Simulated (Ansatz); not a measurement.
`O=C1N[SiH2]1`, charge 0, multiplicity 1.

Task: Give a relaxed structure at PBE0-D4/def2-TZVP (Ansatz). (An estimate is asked.)

Result: Computed: 
```xyz
7

O    -1.393   -1.578   -0.847
C    -0.653   -0.756   -0.396
N    -0.562    0.597   -0.380
Si    0.801   -0.012    0.516
H    -1.164    1.301   -0.790
H     2.146    0.192   -0.077
H     0.825    0.256    1.975
```
Point group Cs.
